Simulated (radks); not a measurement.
All-electron atom: the cobalt ion Co16+ in [Ne] 3s1. All-electron calculation, non-relativistic Kohn-Sham, LB94 model potential, spin-polarised, spherical densities, point nucleus; open shells are filled with parallel spins first. Program: a radial shooting solver on a logarithmic mesh with Libxc functionals. Some entries of the table are withheld. Estimate them.

orbital  occ.  eigenvalue (eV)  <r> (bohr)
1s up       1        -8158.082     0.05674
1s down     1        -8156.703     0.05675
2s down     1        -1444.732      0.2554
2s up       1        -1444.321      0.2547
2p down     3        -1333.506      0.2222
2p up       3        -1333.306      0.2217
3s down     0        -552.3979      0.6375
3s up       1        -545.9524      0.6423
3p down     0        -518.7706      0.6217
3p up       0        -512.1196      0.6268
3d down     0        -470.9840      0.5636
3d up       0        -464.2937      0.5663
4s down     0        -291.1776       1.198
4s up       0        -289.6452       1.202
4f down     0              (1)       1.030
4f up       0              (2)       1.045

Answer. 
(1) 4f down eigenvalue (eV): -250.9539
(2) 4f up eigenvalue (eV): -248.6505
